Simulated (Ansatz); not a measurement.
CF₃ (SMILES F[C](F)F), doublet, at a GFN2-xTB geometry, with bond 2-1 at 1.4 times its length; Ansatz (a quantum-chemistry and plane-wave program) with SC-NEVPT2/def2-SVP, CASSCF(3,4).

Input for Ansatz:
Ansatz 0.2 input:
```yaml
crystal:
  periodic: [false, false, false]
  atoms:
    - {symbol: C, position_ang: [0.00552219, -0.00298219, 0.30912126]}
    - {symbol: F, position_ang: [-0.02594688, 1.77263011, -0.20234554]}
    - {symbol: F, position_ang: [1.10173441, -0.61785050, -0.09436407]}
    - {symbol: F, position_ang: [-1.08846015, -0.64547368, -0.05550460]}
basis:
  gaussian:
    orbitals: def2-SVP
correlation: {method: sc_nevpt2, electrons: all, active_space: {window: {electrons: 3, orbitals: 4}}}
magnetization: {spin_polarized: false, initial_magnetization: 1}
```

The log (banner, timings and long lists left out):

```
Functional definition: HF
534 factors; integrals over basis functions are off by at most 8.1e-4 eV
mean field evaluation 1: about -9130.7830 eV, gradient 4.4e1 eV
mean field evaluation 2: about -9130.7889 eV, gradient 4.4e1 eV
mean field evaluation 4: about -9135.6525 eV, gradient 6.7e0 eV
mean field evaluation 8: about -9136.0250 eV, gradient 4.8e-1 eV
mean field evaluation 16: about -9133.8364 eV, gradient 2.0e0 eV
mean field evaluation 32: about -9133.8854 eV, gradient 5.9e-6 eV
mean field -9136.02700478 eV, -335.7427998040 hartree, gradient 3.8e-6 eV, S^2 0.750000; 3 other end points of the search recorded, 0 dependent functions left out
reference -9136.02700478 eV, -335.7427998040 hartree; 17, 16 occupied and 39, 40 virtual orbitals, 534 factors
state -9137.55088532 eV, -335.7988013810 hartree
state -9137.55088532 eV, -335.7988013810 hartree; corrected -9154.77296870 eV, -336.4317012717 hartree
Total energy: -9154.77296870 eV, -336.4317012717 hartree
```
